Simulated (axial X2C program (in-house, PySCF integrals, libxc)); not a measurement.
# Worked dissociation energy of ZrN⁺: CCSD, without spin–orbit coupling

Computed with an in-house all-electron X2C program for linear molecules (integrals from PySCF). Spin-free means the one-electron spin-free X2C Hamiltonian. Basis: Zr dyall-cv3z [11s12p9d6f3g], N dyall-av3z [7s7p3d2f] (cores contracted in-house); Gaussian nuclei, density fitting, unrestricted open shells. Masses: Zr 89.905 u, N 14.003 u.

Molecular state: M_S = 0, Λ = 0 (closed shell).

Correlated methods: 8 electrons correlated (number of frozen shells: Zr 4 s, 3 p, 1 d; N 1 s), 310 virtual spin orbitals or spinors in MP2, 88 natural virtuals in coupled cluster.

- E(Zr+) (2M_S = 3, M_L = 2): -3596.050631 hartree
- E(N) (2M_S = 3, M_L = 0): -54.549194 hartree
- E(ZrN⁺) at Re: -3650.795904 hartree
- ωe: 1097.5 cm⁻¹
- ωexe: 3.47 cm⁻¹

Task: Work out De and D0.

Result: De = -3596.050631 + (-54.549194) − (-3650.795904) = 0.19608 hartree = 5.336 eV. The zero-point energy is ωe/2 − ωexe/4 = 548 cm⁻¹ = 0.068 eV, so D0 = 5.268 eV.

The state is a single determinant with fixed occupations, the lowest that a limited PBE0 search found. The closed shell is kept restricted, so the energy runs too high when the bond is stretched far. De is counted from the lowest determinant-based energies of the atoms at the same level, without counterpoise correction. CCSD ran in a truncated set of natural virtual spinors with an MP2 remainder; without triples it tends to underbind. The outer-core s and p shells of the metal are frozen in the correlated rows, which leaves out core–valence correlation; for alkali and alkaline-earth bonds that tends to lengthen them. With the outer-core shells frozen, correlated bond lengths of heavy atoms tend to come out a few hundredths of an ångström too long.

Each atomic determinant is the lowest at this level and need not be a pure term. Totals compare only within one Hamiltonian and basis.
